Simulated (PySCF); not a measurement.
Exercise with solution: entropy of an ideal gas

isocyanic acid anion (CHNO), SMILES N=C=O (connectivity only; charge and spin as stated), charge -1, multiplicity 2.

Coordinates come from a B3LYP-D3(BJ)/def2-TZVPD optimisation. The spin state was assumed, not searched.

B3LYP-D3(BJ)/def2-TZVPD in PySCF gives the harmonic wavenumbers 610, 666, 1144, 1193, 1728, 3497 cm⁻¹ and the rotational temperatures 10.5252, 0.5467, 0.5197 K. The molar mass is 43.03 g/mol, the symmetry number 1, the spin multiplicity 2.

Task: Work out the entropy at 298.15 K and 1 atm in the rigid-rotor, harmonic-oscillator model.

Result: 
Translation (Sackur–Tetrode at 1 atm): S = R[1.5 ln M + 2.5 ln T − 1.16487] = 155.7 J/(mol K).
Rotation: q = (√π/σ) T^1.5/√(θA θB θC) = 5280, S = R[ln q + 3/2] = 83.7 J/(mol K).
Vibration: with u = 1.4388 ν/T, each mode gives R[u/(e^u − 1) − ln(1 − e^−u)]:
```json
[
 {"ν (cm⁻¹)": "610", "modes": "1", "u": "2.94", "S (J/(mol K))": "1.81"},
 {"ν (cm⁻¹)": "666", "modes": "1", "u": "3.21", "S (J/(mol K))": "1.46"},
 {"ν (cm⁻¹)": "1144", "modes": "1", "u": "5.52", "S (J/(mol K))": "0.22"},
 {"ν (cm⁻¹)": "1193", "modes": "1", "u": "5.76", "S (J/(mol K))": "0.18"},
 {"ν (cm⁻¹)": "1728", "modes": "1", "u": "8.34", "S (J/(mol K))": "0.02"}
]
```
The stiffer modes add less than 0.005 each. Sum 3.7 J/(mol K).
Spin: R ln 2 = 5.8 J/(mol K).
Total 248.8 J/(mol K); the program's own thermochemistry gives 248.8. Translation makes up 63 % and vibration 1 %. Anharmonicity, hindered rotation and orbital degeneracy are left out.
